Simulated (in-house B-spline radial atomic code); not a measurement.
Response of the sulfur ion S⁶⁺ as one setting changes: the share of exact exchange in a PBE hybrid. A dash marks a strongly mixed or unbound state. Computed with an all-electron radial atomic-structure program (B-spline basis): linear response of the closed shell [He] 2s2 2p6 with the functional's adiabatic kernel; non-relativistic, point nucleus, no spin-orbit coupling, no double excitations, S, P, D and F terms only. Only terms of natural parity with L up to 3 were computed.

| share of exact exchange in a PBE hybrid | lowest 1P (eV) | lowest 3P, Tamm-Dancoff (eV) | minus highest occupied level (eV) | α (bohr³) |
| --- | --- | --- | --- | --- |
| 0 | 2p → 3s 163.91 | 2p → 3s 162.60 | 258.01 | 0.07504 |
| 0.1 | 2p → 3s 165.01 | 2p → 3s 163.67 | 260.63 | 0.07473 |
| 0.2 | 2p → 3s 166.10 | 2p → 3s 164.74 | 263.26 | 0.07442 |
| 0.3 | ? | ? | ? | ? |
| 0.4 | 2p → 3s 168.27 | 2p → 3s 166.87 | 268.51 | 0.07381 |
| 0.5 | 2p → 3s 169.35 | 2p → 3s 167.93 | 271.14 | 0.07351 |
| 0.6 | 2p → 3s 170.42 | 2p → 3s 168.98 | 273.77 | 0.07321 |
| 0.7 | 2p → 3s 171.49 | 2p → 3s 170.04 | 276.41 | 0.07292 |
| 0.8 | 2p → 3s 172.56 | 2p → 3s 171.08 | 279.04 | 0.07263 |
| 0.9 | ? | ? | ? | ? |
| 1 | 2p → 3s 174.68 | 2p → 3s 173.17 | 284.32 | 0.07207 |

(1) What belongs in the row for 0.9?

(2) What belongs in the row for 0.3?

Results:

(1) lowest 1P (eV): 2p → 3s 173.62; lowest 3P, Tamm-Dancoff (eV): 2p → 3s 172.13; minus highest occupied level (eV): 281.68; α (bohr³): 0.07235.

(2) lowest 1P (eV): 2p → 3s 167.18; lowest 3P, Tamm-Dancoff (eV): 2p → 3s 165.81; minus highest occupied level (eV): 265.88; α (bohr³): 0.07411.
